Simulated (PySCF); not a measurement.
**Y2S3 at several levels of theory**

Computed with PySCF 2.14.0 (density fitting, no spin-orbit coupling) at the geometry relaxed with PBE0:

```xyz
5
Y2S3 (singlet)
Y    -0.6183   -0.0566    2.3087
Y    -0.6183   -0.0566   -2.3087
S    -1.6642   -0.1522    0.0000
S     1.6395    0.1500    2.6678
S     1.6395    0.1500   -2.6678
```

```json
{"level": "PBE0", "basis": "Y def2-SVP with ECP28, S def2-SVP", "state": "singlet", "HOMO (eV)": "-5.69", "gap (eV)": "3.15", "charge on Y1 (e)": "0.63", "dipole about the centre of mass (D)": "12.13", "largest force component (eV/Å)": "0.02"}
{"level": "PBE0", "basis": "Y def2-TZVP with ECP28, S def2-TZVP", "state": "singlet", "HOMO (eV)": "-5.69", "gap (eV)": "3.14", "charge on Y1 (e)": "0.96", "dipole about the centre of mass (D)": "12.52", "largest force component (eV/Å)": "0.05"}
{"level": "PBE0", "basis": "Y x2c-SVPall, S x2c-SVPall", "state": "singlet", "HOMO (eV)": "-5.69", "gap (eV)": "3.17", "charge on Y1 (e)": "0.56", "dipole about the centre of mass (D)": "12.11", "largest force component (eV/Å)": "0.13"}
```

Charges are Mulliken's, which hang on the basis. The relaxation used the grid (50, 194), these runs (75, 302) or, all-electron (x2c bases, spin-free X2C Hamiltonian), (99, 590).

Order these levels, in the first row's basis, by the HOMO–LUMO gap they give here, smallest first.
A. CAM-B3LYP
B. wB97X
C. HF
D. M06-L

D (2.48 eV), A (4.89 eV), B (6.89 eV), C (7.03 eV).

And their other results?


| level | state | HOMO (eV) | gap (eV) | charge on Y1 (e) | dipole about the centre of mass (D) | largest force component (eV/Å) |
| --- | --- | --- | --- | --- | --- | --- |
| M06-L | singlet | -4.65 | 2.48 | 0.80 | 12.27 | 0.10 |
| wB97X | singlet | -7.77 | 6.89 | 0.65 | 13.15 | 0.29 |
| CAM-B3LYP | singlet | -6.81 | 4.89 | 0.59 | 12.45 | 0.11 |
| HF | singlet | -7.82 | 7.03 | 0.86 | 14.78 | 0.70 |

In the first row's basis the gap widens with exact exchange: 2.5 eV for M06-L (none); 3.1 eV for PBE0 (a fixed share); 4.9 to 7.0 eV for CAM-B3LYP, wB97X, Hartree–Fock (rising or full at long range).

A frequency check found unstable modes (1, the lowest at -30 cm⁻¹), so the relaxed geometry is a saddle point, or these are noise.
